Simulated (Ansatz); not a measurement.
`B[SiH](F)Cl` + CH₃OH → `B[SiH](F)OC` + HCl  (ligand exchange at the Si–Cl bond)

Isolated molecules relaxed with PBE0-D4/def2-TZVP in Ansatz; ΔE leaves out vibrations. CBS: MP2 limit from def2 TZ/QZ plus the TZ coupled-cluster correction, frozen cores. This one scheme is used for every species. DFT in def2-TZVPP. B3LYP here is the variant with VWN-RPA as its local correlation; programs differ in this. HSE06 is defined as in plane-wave codes. Each species was taken in one conformer, which may not be the lowest.

```csv
level,ΔE (kcal/mol),difference from CCSD(T)/CBS
revPBE-D4,1.5,2.5
BLYP-D4,-0.8,0.2
B3LYP-D4,-1.1,-0.1
r2SCANh-D4,0.3,1.3
HSE06-D4,1.1,2.1
BHLYP-D4,-1.6,-0.6
ωB97X-V,-0.9,0.1
ωB97M-V,-0.6,0.4
B2PLYP,-1.2,-0.2
BLYP,-0.2,0.8
PBE0,1.3,2.3
HSE06,1.4,2.4
CAM-B3LYP,-2.0,-1.0
CCSD(T)/def2-SVP,-1.5,-0.5
HF/def2-TZVPP,-2.0,-1.0
CCSD/CBS(def2),-1.2,-0.2
CCSD(T)/CBS,-1.0,0
```

Largest T1 diagnostic among the species: 0.012.

Leaving LDA and LC-ωPBE aside and taking each functional with its dispersion term where it has one, the values, not all of them listed here, spread over 3.7 kcal/mol, from CAM-B3LYP-D4 to PBE-D4. LDA lies −1.9 kcal/mol from PBE without D4. From BLYP to BHLYP (50 % exact exchange), in def2-TZVPP and without D4, ΔE moves by −1.2 kcal/mol.
